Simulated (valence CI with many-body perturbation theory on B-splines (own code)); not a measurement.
Ladder of approximations for Ru22+

Computed by valence CI with perturbative core correlation (CI+MBPT): four valence electrons over a frozen Dirac-Fock core [Ar], a basis of 9 s, 9 p, 10 d, 8 f, 5 g, 3 h, 1 i functions for each j, with the one-electron correlation potential Σ1, the two-electron term Σ2, the three-electron term Σ3, Breit, model QED; selected CI, second order for the rest (own B-spline code, finite nucleus).

No measured levels were compared; by estimate terms of the open shell hold to 2 to 4 % of their energy, and close levels can change places. Core correlation moves these levels by up to 9700 cm⁻¹, and in measured spectra 5 to 20 % of such shifts remained as error; rates that hang on mixing are uncertain with them. Only levels of the ground parity were solved; by the run's estimate the other parity begins above the list, which can be wrong where configurations are misplaced.

Each rung adds one term. CI alone is the Dirac-Coulomb CI over the frozen core; QED comes last and gives the full result, which names the levels. Energies are above 3d4 5D_0 on the same rung, in cm⁻¹.

Names give the largest LS component (configuration and term), which can be under half, so a name can repeat, a term be missing and a line seem to break the LS rules; names also repeat where a configuration has a term twice. Letters in brackets count levels of one name in rising energy.

| Level | CI alone | + Σ1 | + Σ2 | + Σ3 | + Breit | Full |
| --- | --- | --- | --- | --- | --- | --- |
| 3d4 5D_1 | 15442 | 15752 | 16635 | 16875 | 15585 | 15679 |
| 3d4 5D_2 | 30477 | 30998 | 32276 | 32541 | 30069 | 30223 |
| 3d4 5D_3 | 43268 | 43908 | 45272 | 45490 | 42084 | 42270 |
| 3d4 5D_4 | 53182 | 53837 | 55104 | 55167 | 50966 | 51152 |
| 3d4 3P_0 [a] | 83904 | 84455 | 83746 | 83049 | 81584 | 81721 |
| 3d4 3H_4 | 92661 | 93204 | 94115 | 93370 | 90270 | 90397 |
| 3d4 3G_3 | 111890 | 112528 | 111885 | 111232 | 108600 | 108749 |
| 3d4 3H_5 | 114384 | 115163 | 116532 | 116160 | 111425 | 111616 |
| 3d4 3P_1 [a] | 114617 | 115421 | 114328 | 114634 | 111949 | 112149 |
| 3d4 3F_2 [a] | 115783 | 116428 | 115244 | 115118 | 112723 | 112873 |
| 3d4 3H_6 | 124131 | 124977 | 126959 | 126500 | 120305 | 120514 |
| 3d4 3G_4 | 135063 | 136050 | 136513 | 135950 | 131345 | 131587 |
| 3d4 3P_2 [a] | 143177 | 144097 | 141603 | 141591 | 137841 | 138060 |
| 3d4 3F_4 [a] | 144255 | 145207 | 144967 | 143624 | 138869 | 139109 |
| 3d4 3F_3 [a] | 150992 | 152011 | 150435 | 149954 | 145947 | 146181 |
| 3d4 3D_3 | 160850 | 161793 | 159201 | 158116 | 154306 | 154547 |
| 3d4 3G_5 | 165817 | 167069 | 167739 | 167087 | 160598 | 160918 |
| 3d4 3P_2 [b] | 169428 | 170489 | 168636 | 168594 | 164540 | 164805 |
| 3d4 1I_6 | 175422 | 176645 | 179213 | 178305 | 171276 | 171579 |
| 3d4 3D_1 | 179134 | 180294 | 177232 | 175892 | 172153 | 172437 |
| 3d4 1S_0 [a] | 202762 | 204048 | 201597 | 197126 | 192679 | 192994 |
| 3d4 1G_4 [a] | 200306 | 201707 | 201092 | 199485 | 193848 | 194195 |
| 3d4 1D_2 [a] | 209719 | 210961 | 207096 | 208176 | 204096 | 204382 |
| 3d4 1F_3 | 221576 | 222799 | 218617 | 218419 | 213634 | 213914 |
| 3d4 3P_2 [c] | 240793 | 241906 | 236453 | 236710 | 233224 | 233462 |
| 3d4 3F_4 [b] | 249508 | 250785 | 248381 | 247868 | 243141 | 243429 |
| 3d4 3F_2 [b] | 260939 | 262385 | 258001 | 258406 | 253693 | 254023 |
| 3d4 3F_3 [b] | 264423 | 265831 | 261704 | 261719 | 257022 | 257338 |
| 3d4 3P_1 [b] | 269366 | 270767 | 264657 | 265274 | 261562 | 261873 |
| 3d4 3P_0 [b] | 283052 | 284554 | 278247 | 278305 | 274371 | 274705 |
| 3d4 1G_4 [b] | 285122 | 286517 | 282229 | 282501 | 277291 | 277591 |

(1) How does the ionisation energy move along the ladder, and which term matters most?

Answers

(1) CI alone 1038.9, + Σ1 1041.4, + Σ2 1048.5, + Σ3 1048.5, + Breit 1048.1, + QED 1048.1 eV. The largest step is Σ2, 7.1 eV. NIST lists 1048 ± 4 eV (theoretical).
